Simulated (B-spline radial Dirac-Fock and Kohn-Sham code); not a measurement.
Dipole and non-dipole photoemission parameters of Cu 3d5/2

System: neutral copper in the configuration [Ar] 3d10 4s1; threshold 8.88 eV (orbital energy of the model). Calculated with a radial atomic solver, using Dirac-Hartree-Slater photoionisation with a Latter tail; cross sections with all multipoles, angular parameters from the dipole term and its interference with E2.

The run's input, task.json:

```json
{"items": [{
  "Z": 29,
  "q": 0,
  "cfg": [[1, 0, 2], [2, 0, 2], [2, 1, 6], [3, 0, 2], [3, 1, 6], [3, 2, 10], [4, 0, 1]],
  "A": 63,
  "rrms": 3.8823,
  "do": "xps",
  "hv": [51.5, 57.0, 60, 75.6, 100, 109.0, 133.0, 152.0, 218.0, 262.0, 600, 800, 813.0, 1070.0, 1760.0, 2000, 2600.0, 2810.0, 3320.0, 3410.0, 4000, 4360.0, 5680.0, 5730.0, 6000, 8000.0, 9251.7, 11100.0, 11300.0, 13100.0],
  "edges": {"K": 8979.0, "L1": 1096.7, "L2": 952.3, "L3": 932.7, "M1": 122.5, "M2": 77.3, "M3": 75.1}
}]}
```

Run with: `python xray2_run.py task.json out`

For linearly polarised light dσ/dΩ = σ/(4π) [1 + β P₂(cos θ) + (δ + γ cos²θ) sin θ cos φ], with θ from the polarisation vector and φ the angle between the beam and the projection of the electron momentum on the plane normal to the polarisation.

```
hν (eV)    σ (kb)      β      γ      δ
   51.5      6160  0.246  0.001  0.012
     57      6110  0.311  0.002  0.013
     60      6040  0.345  0.003  0.013
   75.6      5450  0.494  0.007  0.014
    100         ?      ?      ?      ?
    109      3960  0.717  0.017  0.017
    133      3110  0.830  0.024  0.019
    152      2560  0.901  0.030  0.020
    218      1320  1.064  0.055  0.024
    262       888  1.127  0.075  0.027
    600      95.0  1.206  0.256  0.046
    800      38.6  1.158  0.351  0.058
    813      36.6  1.154  0.357  0.059
   1070      14.8  1.078  0.455  0.074
   1760      2.57  0.900  0.631  0.116
   2000      1.61  0.851  0.674  0.130
   2600     0.601  0.752  0.759  0.166
   2810     0.447  0.724  0.783  0.178
   3320     0.234  0.665  0.834  0.207
   3410     0.211  0.656  0.842  0.212
   4000     0.112  0.603  0.889  0.244
   4360    0.0791  0.576  0.914  0.263
   5680    0.0267  0.493  0.985  0.328
   5730    0.0258  0.491  0.988  0.331
   6000    0.0213  0.477  0.998  0.343
   8000   0.00627  0.395  1.047  0.432
 9251.7   0.00335  0.359  1.060  0.483
  11100   0.00152  0.319  1.069  0.552
  11300   0.00141  0.316  1.070  0.559
  13100  0.000735  0.289  1.077  0.621
```

Problem. Give the values at 100 eV.

Solution. σ = 4330 kb, β = 0.666, γ = 0.014, δ = 0.016.
